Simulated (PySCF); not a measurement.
Method: PySCF with PBE-D3(BJ)/def2-TZVP // B3LYP-D3(BJ)/def2-TZVP. Gas-phase values, no solvent. One relaxed conformer stands for a flexible species; it need not be the lowest. 

Reference species (SMILES): `[SiH2]=C1C[SiH2]1` (neutral, multiplicity 1).

The HOMO is -5.52 eV and the LUMO is -2.30 eV.

Changed species: `C=[SiH]C=[SiH2]` (C–Si–C–Si torsion 180°).

Task: Give the shifts of the HOMO and LUMO.

Result: the HOMO rises by 0.56 eV, to -4.96 eV; the LUMO drops by 0.52 eV, to -2.82 eV.
